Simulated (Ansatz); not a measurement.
Other settings, tried on SiMe3(NHtBu) (C7H19NSi).

```yaml
crystal:
  periodic: [false, false, false]
  atoms:
    - {symbol: Si, position_ang: [0.506236, 0.791531, 1.047076]}
    - {symbol: C, position_ang: [0.127734, 0.787948, 2.889695]}
    - {symbol: H, position_ang: [-0.951708, 0.903449, 3.085907]}
    - {symbol: H, position_ang: [0.644123, 1.618889, 3.397966]}
    - {symbol: H, position_ang: [0.459460, -0.150459, 3.364283]}
    - {symbol: C, position_ang: [2.367743, 0.655036, 0.797760]}
    - {symbol: H, position_ang: [2.737545, -0.325123, 1.141224]}
    - {symbol: H, position_ang: [2.886458, 1.435832, 1.380695]}
    - {symbol: H, position_ang: [2.670361, 0.778393, -0.254473]}
    - {symbol: C, position_ang: [-0.056479, 2.437243, 0.309921]}
    - {symbol: H, position_ang: [0.137101, 2.499454, -0.773998]}
    - {symbol: H, position_ang: [0.476478, 3.280144, 0.783310]}
    - {symbol: H, position_ang: [-1.137031, 2.594790, 0.463835]}
    - {symbol: N, position_ang: [-0.350211, -0.605560, 0.430797]}
    - {symbol: C, position_ang: [-0.623875, -1.033469, -0.945156]}
    - {symbol: C, position_ang: [0.583227, -0.715695, -1.832079]}
    - {symbol: C, position_ang: [-0.860085, -2.549687, -0.939140]}
    - {symbol: C, position_ang: [-1.870412, -0.325123, -1.506004]}
    - {symbol: H, position_ang: [-1.072511, -0.941811, 1.065860]}
    - {symbol: H, position_ang: [0.406321, -1.061854, -2.862396]}
    - {symbol: H, position_ang: [0.773646, 0.369594, -1.876870]}
    - {symbol: H, position_ang: [1.489300, -1.210021, -1.448045]}
    - {symbol: H, position_ang: [0.024678, -3.071637, -0.542609]}
    - {symbol: H, position_ang: [-1.073137, -2.929407, -1.951781]}
    - {symbol: H, position_ang: [-1.721282, -2.804763, -0.297815]}
    - {symbol: H, position_ang: [-1.717890, 0.765670, -1.531471]}
    - {symbol: H, position_ang: [-2.746951, -0.528653, -0.868125]}
    - {symbol: H, position_ang: [-2.108829, -0.664710, -2.528369]}
basis:
  gaussian: {orbitals: "6-31G*"}
hamiltonian: {xc: {name: HF}}
correlation: {method: bccd_t, diis_vectors: 2}
scf: {lower_state_search: full}
```

```sh
$ ansatz run in.yaml --threads 2 --pin off --events-out ev --progress --plain --max-ram 22528MiB --backend cuda --devices 0, --max-vram 18GiB
```

Shortened log:

```
Functional definition: HF
1913 factors; integrals over basis functions are off by at most 1.1e-3 eV
mean field evaluation 1: about -16852.6808 eV, gradient 4.8e1 eV
mean field evaluation 2: about -16852.8058 eV, gradient 4.8e1 eV
mean field evaluation 4: about -16858.8750 eV, gradient 5.2e0 eV
mean field evaluation 8: about -16858.9555 eV, gradient 1.1e-4 eV
mean field evaluation 16: about -16858.8159 eV, gradient 2.0e-1 eV
mean field -16858.95548952 eV, -619.5551868294 hartree, gradient 3.5e-6 eV, S^2 0.000000; 0 other end points of the search recorded, 0 dependent functions left out
13 core orbitals not correlated: weight in the atoms' cores, before any rotation towards them, 1.000 or more for the frozen orbitals, at most 0.000 for the correlated occupied ones
reference -16858.95548952 eV, -619.5551868294 hartree; 28, 28 occupied and 136, 136 virtual orbitals, 1913 factors
second order -32.05574263 eV of doubles, -0.00000000 eV of singles
cycle   1  -33.89366776 eV  change    -1.8e0 eV  update   1.2e-1
cycle   2  -34.79197048 eV  change   -9.0e-1 eV  update   3.7e-2
cycle   3  -34.97322385 eV  change   -1.8e-1 eV  update   1.5e-2
cycle   4  -34.97965728 eV  change   -6.4e-3 eV  update   3.7e-3
cycle   5  -34.98217201 eV  change   -2.5e-3 eV  update   1.4e-3
cycle   6  -34.97973386 eV  change    2.4e-3 eV  update   5.1e-4
cycle   7  -34.97913112 eV  change    6.0e-4 eV  update   1.8e-4
cycle   8  -34.97857003 eV  change    5.6e-4 eV  update   7.5e-5
cycle   9  -34.97842359 eV  change    1.5e-4 eV  update   3.2e-5
cycle  10  -34.97835466 eV  change    6.9e-5 eV  update   1.4e-5
cycle  11  -34.97833987 eV  change    1.5e-5 eV  update   6.1e-6
perturbative correction -1.09630787 eV, -0.0402885713 hartree
Total energy: -16895.03013726 eV, -620.8809056816 hartree
```

Run time 3.5 s (2 threads of AMD EPYC 7R13 on a shared host and a share (18 GiB) of an NVIDIA H100 80GB HBM3), peak host memory 0.83 GiB.

The 6-31G sets use Cartesian d functions. Correlated methods freeze 13 core orbitals.
